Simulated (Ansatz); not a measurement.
`C[N]([GeH3])BF` + `C=N` → `C=NBF` + `C[NH][GeH3]` at 700 K and 1 bar (ligand exchange at a B–N bond).

Isolated molecules relaxed with PBE0-D4/def2-TZVP in Ansatz; ΔE leaves out vibrations. CBS: MP2 limit from def2 TZ/QZ plus the TZ coupled-cluster correction, frozen cores. This one scheme is used for every species. For Ge outer-core shells are correlated without core-valence functions, which leaves a few kJ/mol of doubt a bond. Scalar relativity is left out up to krypton. One conformer a species, not always the lowest.

| species | CCSD(T)/CBS energy (Eh) | H − E (kJ/mol) | S (J/(mol·K)) |
| --- | --- | --- | --- |
| `C[N]([GeH3])BF` | -2297.75856 | 305.4 | 488.9 |
| `C=N` | -94.52360 | 135.6 | 268.6 |
| `C=NBF` | -219.19469 | 171.5 | 365.2 |
| `C[NH][GeH3]` | -2173.06430 | 268.1 | 408.1 |

H − E and S are ideal-gas, rigid-rotor, harmonic terms from PBE0-D4/def2-TZVP, for one conformer and one mirror image of each species. 1 Eh = 2625.50 kJ/mol, R = 8.31446 J/(mol·K).

Question: By hand: ΔE, ΔH, ΔS and ΔG.

Answer: ΔE = (-219.19469) + (-2173.06430) − (-2297.75856) − (-94.52360) = 0.02317 Eh = 60.8 kJ/mol. Δ(H − E) = 171.5 + 268.1 − 305.4 − 135.6 = -1.4, so ΔH = 59.4 kJ/mol. ΔS = 365.2 + 408.1 − 488.9 − 268.6 = 15.8 J/(mol·K). ΔG = 59.4 − 700 × (15.8)/1000 = 48.3 kJ/mol.

Question: By hand: the equilibrium constant, and the temperature at which ΔG would vanish if ΔH and ΔS stayed fixed.

Answer: log₁₀ K = −ΔG/(RT ln 10) = -3.6. ΔG = 0 at ΔH/ΔS = 3759 K, far beyond where these terms or the molecules hold.

ΔH outweighs TΔS. A doubt of 5 kJ/mol in ΔE shifts log₁₀ K by 0.4 here. Other conformers and mirror images would add mixing entropy, several J/(mol·K) or more a flexible species. Modes under 60 cm⁻¹, often nearly free rotors, make the harmonic entropy too high. These are equilibria of isolated gas molecules and say nothing of rates. Largest T1 diagnostic: 0.014 (customary marks: 0.02 for closed shells, 0.045 for open ones).
